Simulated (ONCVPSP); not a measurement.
# Before and after: ONCV potential for dysprosium (Dy)

```json
{
 "Element": "Dy",
 "Generator": "ONCVPSP 4.0.1",
 "Type": "optimised norm-conserving Vanderbilt (ONCV)",
 "Functional": "PBE",
 "Relativity": "scalar-relativistic",
 "Frozen core": "[Kr] 4d10 4f9",
 "Valence charge": "11",
 "Reference configuration": "5s2 5p6 5d1 6s1.75 6p0.25",
 "Partial waves": "5s+6s: rc 2.50 bohr, ncon 5, nbas 9, qcut 6.1 1/bohr, 2 projectors; 5p+6p: rc 2.10 bohr, ncon 4, nbas 7, qcut 7.4 1/bohr, 2 projectors; 5d: rc 3.60 bohr, ncon 4, nbas 9, qcut 4.9 1/bohr, 3 projectors, debl 2.3 Ha; f scattering state at 0.08 Ha: rc 3.95 bohr, ncon 4, nbas 9, qcut 3.2 1/bohr, 2 projectors, debl 0.6 Ha",
 "Local potential": "polynomial inside 1.70 bohr (lpopt 5, dvloc0 1 Ha)",
 "Core correction": "Teter function fitted to the true core (icmod 2), fcfact 0.5"
}
```

Change: p: qcut 8.1.

Cutoffs: the cutoffs (Ha) at which the residual kinetic energy of the hardest occupied pseudo-wave falls to 1 and 0.1 mHa per electron; they do not see the model core or the augmentation charge, which bear on the density cutoff. Errors are all-electron minus pseudo energies relative to the spin-unpolarised reference configuration.

Problem. Predict the effect on cutoff, ghosts and configuration errors.

Solution. The potential gets harder (14 Ha and 18 Ha → 17 Ha and 22 Ha); the errors of the 4 common tests hardly move; neither file shows a bound ghost. The waves are optimised to have the least kinetic energy above qcut, so the cutoff follows it (qcut²/2 in Ha).

```csv
quantity,base,changed
"cutoff, loose",14 Ha,17 Ha
"cutoff, tight",18 Ha,22 Ha
loose cutoff by channel,"s 11 Ha, p 14 Ha, d 6.8 Ha","s 11 Ha, p 17 Ha, d 6.8 Ha"
bound ghosts,none,none
GHOST(+) flags under 300 eV,none,none
"error for 5s2 5p6 5d1 6s2 6p0, meV [ΔE -0.74 eV]",+0.2,+0.2
"error for 5s2 5p6 5d1 6s1 6p0, meV [ΔE 6.10 eV]",+0.2,+0.2
"error for 5s2 5p6 5d1 6s0 6p0, meV [ΔE 18.53 eV]",+9.2,+9.0
"error for 5s2 5p6 5d1.5 6s1.5 6p0, meV [ΔE 0.28 eV]",+0.4,+0.4
s: phases at 2.54 bohr within 0.05 rad from the reference energy up to (Ha; the scan ends near 5),3.4,3.4
p: phases at 2.14 bohr within 0.05 rad from the reference energy up to (Ha; the scan ends near 5),to the end of the scan,to the end of the scan
d: phases at 3.66 bohr within 0.05 rad from the reference energy up to (Ha; the scan ends near 5),to the end of the scan,to the end of the scan
f: phases at 4.01 bohr within 0.05 rad from the reference energy up to (Ha; the scan ends near 5),1.2,1.2
"rms error of d²Exc/dni dnj with the model core, mHa",0.67,0.69
```
